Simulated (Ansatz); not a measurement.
`FC(F)(F)[SiH2]Cl`, charge 0, multiplicity 1.

**Question.** Give a relaxed structure at PBE0-D4/def2-TZVP (the Gaussian-basis code of Ansatz). (An estimate is asked.)

**Answer.** Computed: 
```xyz
8

F    -0.894    1.115    1.276
C     0.191    0.762    0.573
F     1.181    0.532    1.458
F     0.555    1.826   -0.158
Si   -0.099   -0.814   -0.505
Cl   -1.601   -0.418   -1.820
H     1.157   -1.093   -1.230
H    -0.490   -1.910    0.405
```
Point group Cs.
